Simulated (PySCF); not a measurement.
Magnetisability: `CCn1nnc(C#N)c1C`, C6H8N4

Geometry:
```
atom   x (Å)   y (Å)   z (Å)
  C1   2.373  -0.123  -0.531
  C2   1.495  -0.559   0.640
  N3   0.304   0.241   0.719
  N4   0.275   1.358   1.450
  N5  -0.860   1.911   1.331
  C6  -1.632   1.164   0.500
  C7  -2.951   1.481   0.142
  N8  -4.029   1.703  -0.178
  C9  -0.880   0.066   0.089
 C10  -1.215  -1.073  -0.793
 H11   1.852  -0.248  -1.478
 H12   3.280  -0.720  -0.552
 H13   2.645   0.924  -0.419
 H14   2.035  -0.418   1.579
 H15   1.209  -1.609   0.540
 H16  -0.552  -1.103  -1.658
 H17  -1.116  -2.016  -0.255
 H18  -2.241  -0.973  -1.140
```

Theory: PySCF 2.14.0, GIAO LDA/3-21G magnetisability, rotational g tensor and spin-rotation constants, non-relativistic, gas phase. Geometry: GFN2-xTB.

(1) How diamagnetic is it, and how anisotropic?

(2) Split it along the inertial axes a, b, c into diamagnetic and paramagnetic parts about the centre of mass, with the quadrupole moment.

(3) And the rotational g tensor?

## Answers

(1) Isotropic -1430 × 10⁻³⁰ J/T², or -86.1 × 10⁻⁶ cm³/mol; principal values -1888, -1224, -1177 × 10⁻³⁰ J/T², anisotropy 688 × 10⁻³⁰ J/T² (root of half the summed squared differences of the principal values). The susceptibility is in cgs units.

(2) 
```tsv
axis	χ (10⁻⁶ cm³/mol)	diamagnetic (10⁻⁶ cm³/mol)	paramagnetic (10⁻⁶ cm³/mol)	summed x² of all electrons (Å²)	quadrupole Θ (D Å)
a	-72.3	-534.9	462.7	299.6	-6.27
b	-73.6	-1395.0	1321.4	96.9	+0.44
c	-112.4	-1681.9	1569.5	29.2	+5.83
```
Anisotropies 2χaa − χbb − χcc = +41.5 and 2χbb − χaa − χcc = +37.4 × 10⁻⁶ cm³/mol. Θ is traceless in Buckingham's convention.

(3) 
| axis | rotational constant (GHz) | g | nuclear part | electronic part |
| --- | --- | --- | --- | --- |
| a | 2.9203 | -0.0446 | 0.5902 | -0.6348 |
| b | 0.9195 | -0.0152 | 0.5556 | -0.5708 |
| c | 0.7530 | +0.0002 | 0.5554 | -0.5552 |

Asymmetric top; isotopes 12C, 1H, 14N; no vibrational averaging.
